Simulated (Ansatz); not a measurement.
Reaction (substitution at a C–Al bond): `C=[CH][Al]([Cl])[Cl]` + HCl → `C=CCl` + `[Cl][AlH][Cl]`

Computed with Ansatz on PBE0-D4/def2-TZVP structures; ΔE is electronic, products minus reactants. CCSD(T)/CBS is the MP2 limit (def2-TZVPP, def2-QZVPP) plus CCSD(T) − MP2 in def2-TZVPP, frozen cores. This one scheme is used for every species. Functionals use def2-TZVPP. HSE06 is defined as in plane-wave codes. Each species was taken in one conformer, which may not be the lowest.

```json
{"level": "PBE0-D4", "ΔE (kcal/mol)": "15.4", "difference from CCSD(T)/CBS": "-1.5"}
{"level": "r2SCANh-D4", "ΔE (kcal/mol)": "15.8", "difference from CCSD(T)/CBS": "-1.1"}
{"level": "r2SCAN0-D4", "ΔE (kcal/mol)": "16.1", "difference from CCSD(T)/CBS": "-0.8"}
{"level": "HSE06-D4", "ΔE (kcal/mol)": "15.4", "difference from CCSD(T)/CBS": "-1.5"}
{"level": "BHLYP-D4", "ΔE (kcal/mol)": "16.8", "difference from CCSD(T)/CBS": "-0.1"}
{"level": "BHLYP", "ΔE (kcal/mol)": "15.6", "difference from CCSD(T)/CBS": "-1.3"}
{"level": "RPA@PBE/def2-TZVPP", "ΔE (kcal/mol)": "16.7", "difference from CCSD(T)/CBS": "-0.2"}
{"level": "CCSD/def2-SVP", "ΔE (kcal/mol)": "16.6", "difference from CCSD(T)/CBS": "-0.3"}
{"level": "CCSD(T)/def2-TZVPP", "ΔE (kcal/mol)": "17.2", "difference from CCSD(T)/CBS": "0.3"}
{"level": "HF/CBS(def2)", "ΔE (kcal/mol)": "15.9", "difference from CCSD(T)/CBS": "-1.0"}
{"level": "CCSD(T)/CBS", "ΔE (kcal/mol)": "16.9", "difference from CCSD(T)/CBS": "0"}
```

Q: What do rigid-rotor, harmonic-oscillator terms from PBE0-D4/def2-TZVP frequencies (298.15 K, 1 bar) make of the CCSD(T)/CBS value? (Best estimate.)

A: Computed: ΔZPE = +0.3 kcal/mol, ΔH = +16.2 kcal/mol, ΔS = 8 J/(mol·K), ΔG = +15.6 kcal/mol.

Largest T1 diagnostic among the species: 0.010.

From BLYP to BHLYP (50 % exact exchange), in def2-TZVPP and without D4, ΔE moves by +2.1 kcal/mol. In def2-TZVPP, CCSD(T) changes the Hartree–Fock value by +1.2 kcal/mol (the triples alone add −0.1 kcal/mol) and MP2 by +1.3 kcal/mol. The D4 term adds +1.2 kcal/mol with B3LYP and +0.8 kcal/mol with PBE0; it sums over pairs of atoms, weighted by their polarisabilities, and B3LYP, whose exchange is more repulsive, gets the larger term.

B3LYP here is the variant with VWN-RPA as its local correlation; programs differ in this.
